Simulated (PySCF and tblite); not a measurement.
Results of a calculation; reference values are marked as such.
C₆H₆O₃, numbered as in [CH3:1][O:2][C:3](=[O:4])[c:5]1[cH:6][cH:7][o:8][cH:9]1. Conformers came from 90 starts (ETKDG and KDG, MMFF94s, GFN2-xTB); geometries are PBE0-D3(BJ)/def2-SVP. Energies: CAM-B3LYP-D3(BJ)/def2-SVPD (IEF-PCM, chloroform), with GFN2-xTB thermal terms (modes under about 100 cm⁻¹ blended into free rotors). Symmetry numbers and mirror images are counted. Conformers within 3 kcal/mol (GFN2-xTB free energy) were kept, 8 at most. GIAO shieldings: wB97X-D/pcSseg-1 (IEF-PCM, chloroform). Shifts are against TMS (¹H), TMS (¹³C) at the same level. Programs: PySCF with density fitting and tblite.

Torsions listed: C1–O2–C3–O4, O2–C3–C5–C6.

```csv
conformer,shape,point group,mirror pair,ΔE(DFT),Δ(G−E) at 260 K,δ H9 (ppm)
1,"0°, 180°",Cs,no,0.00,0.00,8.07
2,"0°, 0°",Cs,no,0.14,0.04,8.30
```

Energies in kcal/mol; the thermal term leaves out symmetry numbers and mirror images.

Question: Work out the weights at 260 K and the ¹H shift of H9 under fast exchange.

Answer: RT = 0.517 kcal/mol. Each conformer gets RT ln(σ/g), with σ the rotational symmetry number and g = 2 for a mirror pair: 1: σ = 1, g = 1, G = 0.00 + 0.00 + 0.00 = 0.00, 0.00 above the lowest, exp(−ΔG/RT) = 1.000; 2: σ = 1, g = 1, G = 0.14 + 0.04 + 0.00 = 0.19, 0.19 above the lowest, exp(−ΔG/RT) = 0.698. The sum is 1.698, so the weights are 58.8, 41.2 %. The averaged shift is 8.17 ppm. At 298.15 K it is 8.17 ppm. At 298.15 K the leading conformer alone gives 8.07 ppm and bare DFT energies give 8.17 ppm.
